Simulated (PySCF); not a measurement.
Si(H)(Cl) cation (ClHSi), SMILES [SiH]Cl (connectivity only; charge and spin as stated), charge +1, multiplicity 2. Atoms are numbered in the order given.

```xyz
3

Si    -0.1174     1.0176     0.0000
H      1.1883     1.7691     0.0000
Cl     0.0268    -0.9421     0.0000
```
Charge +1, spin multiplicity 2.

Geometry optimised at B3LYP-D3(BJ)/def2-TZVP. The multiplicity is an assumed one; other spin states were not compared. The isomer is the one that the SMILES or the coordinates give; other isomers of the formula were not compared.

Method: B3LYP-D3(BJ)/def2-TZVP run with PySCF.

Frequencies are harmonic and unscaled.

```csv
mode,ν (cm⁻¹),IR (km/mol),moving atoms (share of kinetic energy)
1,621,26.6,"H 65 %, Cl 20 %, Si 15 %"
2,659,69.0,"Si 45 %, H 28 %, Cl 27 %"
3,2023,9.5,H 96 %
```
